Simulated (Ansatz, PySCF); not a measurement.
Molecule: CH8Si2, net charge 0, singlet state. SMILES: [SiH3]C[SiH3]
Geometry: optimised at B3LYP-D3(BJ)/def2-TZVP (Ansatz, a program for electronic structure).

Quantity: atomisation energy (electronic, to ground-state atoms), in eV. Valence correlation only, unless marked. UHF or UKS for open shells. Spin-orbit coupling is left out. Non-relativistic. The coupled-cluster limit lacks core correlation, which all-electron functionals hold. CBS marks a two-point X^-3 extrapolation of the correlation energy; Hartree-Fock from the larger set. [CCSD(T)-MP2]/basis is that difference in the basis named.

```json
[
 {"level": "HF/cc-pV(D+d)Z", "program": "Ansatz", "atomisation energy (eV)": "27.74", "minus last row": "-8.75"},
 {"level": "HF-D4/def2-TZVPD", "program": "PySCF + dftd4", "atomisation energy (eV)": "28.94", "minus last row": "-7.55"},
 {"level": "B3LYP-D3(BJ)/def2-TZVPD", "program": "Ansatz + dftd3", "atomisation energy (eV)": "36.43", "minus last row": "-0.06"},
 {"level": "TPSSh-D3(BJ)/def2-TZVPD", "program": "PySCF + dftd3", "atomisation energy (eV)": "37.18", "minus last row": "0.69"},
 {"level": "r2SCAN0/def2-TZVPD", "program": "Ansatz", "atomisation energy (eV)": "36.10", "minus last row": "-0.39"},
 {"level": "CAM-B3LYP-D4/def2-TZVPD", "program": "Ansatz + dftd4", "atomisation energy (eV)": "36.50", "minus last row": "0.01"},
 {"level": "LC-wPBE/def2-TZVPD", "program": "Ansatz", "atomisation energy (eV)": "35.94", "minus last row": "-0.55"},
 {"level": "B2PLYP-D3(BJ)/def2-TZVPD", "program": "Ansatz + dftd3", "atomisation energy (eV)": "35.95", "minus last row": "-0.54"},
 {"level": "CCSD/aug-cc-pV(T+d)Z", "program": "Ansatz", "atomisation energy (eV)": "35.49", "minus last row": "-1.00"},
 {"level": "RI-MP2/CBS(aug-cc-pV(T+d)Z,aug-cc-pV(Q+d)Z)+[CCSD(T)-MP2]/aug-cc-pV(T+d)Z", "program": "Ansatz", "atomisation energy (eV)": "36.49", "minus last row": "0.00"}
]
```
